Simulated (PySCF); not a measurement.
Compound: C6H8O2.
Z-matrix (Å and degrees, PBE0-D3(BJ)/def2-SVP geometry), rows numbered from 1:
```
C 
O   1  1.3956
C   2  1.4006  1  113.93
C   3  1.4968  2  113.34  1   -66.58
C   4  1.4357  3  126.40  2   -52.07
C   5  1.3612  4  106.00  3   179.47
O   6  1.3488  5  110.50  4     0.01
C   7  1.3477  6  107.37  5    -0.30
H   1  1.0988  2  107.53  3  -177.75
H   1  1.1085  2  111.76  3   -58.80
H   1  1.1062  2  112.37  3    62.68
H   3  1.1093  2  111.11  1    57.08
H   3  1.1013  2  105.60  1   173.02
H   5  1.0876  4  126.83  3     0.02
H   6  1.0869  5  133.34  4  -179.96
H   8  1.0873  4  132.80  3     0.65
```

Computed, not measured: PBE0-D3(BJ)/def2-SVP geometry optimisation, gas phase in PySCF 2.14.0.

Take the most abundant isotopes and a rigid rotor. The values belong to one conformer with, in the numbering `[CH3:1][O:2][CH2:3][c:4]1[cH:5][cH:6][o:7][cH:8]1`, C1–O2–C3–C4 -67°, O2–C3–C4–C5 -52°.

Question: What are A, B and C (GHz)?

Answer: Ia = 103.83, Ib = 389.27, Ic = 406.62 u·Å²; 505379 MHz·u·Å²/I gives 4867, 1298 and 1243 MHz, that is A = 4.8672, B = 1.2983, C = 1.2429 GHz.

Question: What kind of rotor is it?

Answer: A near-prolate asymmetric top; Ray's κ = -0.969.

Question: What does the inertial defect say?

Answer: Not planar: Δ = Ic − Ia − Ib = -86.48 u·Å². For a rigid frame Δ = −2 Σ m c², so Σ m c² = 43.24 u·Å² lies off the ab plane: 11.82 from hydrogen and 31.42 from heavier atoms. The atom farthest from that plane is 1.97 Å away.

Question: Give the other two planar moments, Paa and Pbb, and the rms extents of the mass along the axes.

Answer: Paa = Σ m a² = (Ib + Ic − Ia)/2 = 346.03 and Pbb = Σ m b² = (Ia + Ic − Ib)/2 = 60.59 u·Å². With the mass M = 112.05 u, the rms extents √(P/M) along a, b and c are 1.76, 0.74, 0.62 Å.

Question: Give the coordinates in the principal-axis frame, origin at the centre of mass.

Answer: The sense of each axis is arbitrary; atoms in the order of the calculation.
```
atom  mass (u)   a (Å)   b (Å)   c (Å)
  C1    12.000  -2.358   0.021   1.104
  O2    15.995  -2.206   0.330  -0.248
  C3    12.000  -1.239  -0.445  -0.902
  C4    12.000   0.154  -0.188  -0.419
  C5    12.000   0.796   1.092  -0.312
  C6    12.000   2.041   0.847   0.180
  O7    15.995   2.217  -0.474   0.384
  C8    12.000   1.073  -1.092   0.028
  H9     1.008  -3.163   0.656   1.500
 H10     1.008  -2.643  -1.040   1.254
 H11     1.008  -1.437   0.211   1.686
 H12     1.008  -1.467  -1.527  -0.812
 H13     1.008  -1.321  -0.183  -1.969
 H14     1.008   0.368   2.059  -0.565
 H15     1.008   2.884   1.487   0.429
 H16     1.008   1.053  -2.173   0.139
```

Question: Which types of transition are allowed, and where do some lines up to J = 3 fall?

Answer: The dipole components are |μa| = 0.25 D, |μb| = 0.49 D, |μc| = 0.46 D. Intensities carry the squares of the components, which stand as 0.27 : 1.00 : 0.88 (a : b : c). Some lines, for components of 0.1 D or more:

```csv
type,branch,"J(Ka,Kc)",MHz,lower level (cm⁻¹)
b,R,"2(0,2) ← 1(1,1)",1513,0.204
c,Q,"3(1,3) ← 3(0,3)",3433,0.508
c,Q,"1(1,1) ← 1(0,1)",3569,0.085
b,Q,"3(1,2) ← 3(0,3)",3766,0.508
a,R,"3(1,3) ← 2(1,2)",7540,0.371
a,R,"3(0,3) ← 2(0,2)",7621,0.254
a,R,"3(2,1) ← 2(2,0)",7626,0.734
c,R,"2(1,1) ← 1(0,1)",8762,0.085
c,Q,"3(2,2) ← 3(1,2)",10624,0.634
b,Q,"3(2,1) ← 3(1,2)",10627,0.634
b,Q,"3(2,2) ← 3(1,3)",10957,0.623
c,R,"3(1,2) ← 2(0,2)",11387,0.254
b,R,"2(2,0) ← 1(1,1)",15901,0.204
c,Q,"3(3,1) ← 3(2,1)",17980,0.989
b,Q,"3(3,0) ← 3(2,1)",17980,0.989
c,R,"3(3,1) ← 2(2,1)",25607,0.734
```

Question: Estimate the classical rotational partition function at 10 K, 100 K and 200 K.

Answer: Point group C1, symmetry number σ = 1; q = (√π/σ)·√((kT/h)³/(ABC)), k/h = 20836.6 MHz/K: 1900 at 10 K, 60200 at 100 K, 170000 at 200 K.

Whether it is a minimum is left open (no frequencies). No vibrational averaging or centrifugal distortion is included, and the geometry carries the error of its method. A rigid rotor knows nothing of internal rotation, which can split or shift real lines.

Time: 50 s wall. Hardware: one thread of an Arm Neoverse V1, shared host. That covers the optimisation of the geometry.
